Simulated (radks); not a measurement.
Question: The oxygen anion O-, [He] 2s2 2p5, held by a Watson sphere: a shell of charge +1 at radius R that stands for the Madelung well of a crystal (potential energy -1/R inside, -1/r outside, in hartree with lengths in bohr). Calculated with a radial shooting solver on a logarithmic mesh with Libxc functionals: scalar-relativistic Kohn-Sham, LB94 model potential, spin-polarised, spherical densities, point nucleus; open shells are filled with parallel spins first. Response by self-consistent Sternheimer equations with the Hartree and adiabatic LDA kernel, the relativistic mass of each level held fixed and spin-orbit coupling left out. The sphere does not respond.

R (bohr)  e(2s down) (eV)  e(2p up) (eV)  e(2p down) (eV)  <r> 2p (bohr)  sum of <r^2> (bohr^2)  X-ray form factor at sin(theta)/lambda = 0.3 1/angstrom  alpha (bohr^3)
2.05              -26.962        -13.960          -12.947          1.370                  15.81                                                    4.186           8.667
2.14              -26.662        -13.687          -12.678          1.379                  16.00                                                    4.178           9.028
2.29              -26.188        -13.250          -12.245          1.391                  16.28                                                    4.167           9.631
3.26              -23.791        -10.947           -9.953          1.446                  17.53                                                    4.147           13.31
3.27              -23.771        -10.927           -9.934          1.446                  17.53                                                    4.147           13.35
3.68              -23.028        -10.192           -9.199          1.459                  17.85                                                    4.146           14.65
3.99              -22.542         -9.710           -8.716          1.466                  18.02                                                    4.146           15.51

Estimate the row for R = 3.39 bohr.

Answer: e(2s down) (eV) -23.540; e(2p up) (eV) -10.700; e(2p down) (eV) -9.706; <r> 2p (bohr) 1.450; sum of <r^2> (bohr^2) 17.64; X-ray form factor at sin(theta)/lambda = 0.3 1/angstrom 4.147; alpha (bohr^3) 13.75.
